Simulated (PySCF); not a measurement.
Numbering as in the mapped SMILES `[CH3:1][CH2:2][O:3][SiH2:4][C:5]([F:6])([F:7])[F:8]`. Hydrogens are named by the atom that carries them.

Geometry: PBE0-D3(BJ)/def2-SVP; GIAO shifts from PySCF 2.14, gas phase, non-relativistic, averaged over equivalent atoms.

At PBE0/pcSseg-1 (178 basis functions, 41 s wall time on 1 thread of an Arm Neoverse N1, shared host):
```csv
atoms,δ (ppm)
C5,133.1
C2,63.9
C1,19.6
O3,32.4
Si4,-31.1
F6/F7/F8,-76.0
H(Si4),4.71
H(C2),3.85
H(C1),1.35
```

δ = σ(ref) − σ, references computed at the same level: TMS for 13C (σref 184.41) and 29Si (σref 351.99) and 1H (σref 31.27); 17O (σref 334.56) against H2O; CFCl3 for 19F (σref 177.25).

Predict the values at KT3/pcSseg-1 on the same geometry.

## Answers


```
   atoms  δ at KT3/pcSseg-1  change
      C5              130.5    -2.6
      C2               65.2    +1.3
      C1               20.2    +0.6
      O3               41.6    +9.2
     Si4              -36.7    -5.6
F6/F7/F8              -89.5   -13.5
  H(Si4)               4.60   -0.11
   H(C2)               3.95   +0.10
   H(C1)               1.33   -0.02
```

δ = σ(ref) − σ, references computed at the same level: TMS for 13C (σref 182.31) and 29Si (σref 365.51) and 1H (σref 31.32); H2O for 17O (σref 329.03); 19F (σref 149.45) against CFCl3.

The largest change is at F6/F7/F8 (fluorine of a CF3 group). Cost: 178 basis functions, 52 s wall time on 1 thread of an Arm Neoverse N1, shared host. The order of the carbon signals is the same at both levels.

Unscaled 19F shifts against computed CFCl3 carry errors that often reach 10 to 50 ppm. Experimental scales use liquid or dissolved standards, which lie at an offset from isolated H2O (liquid H2O: subtract about 36 ppm).
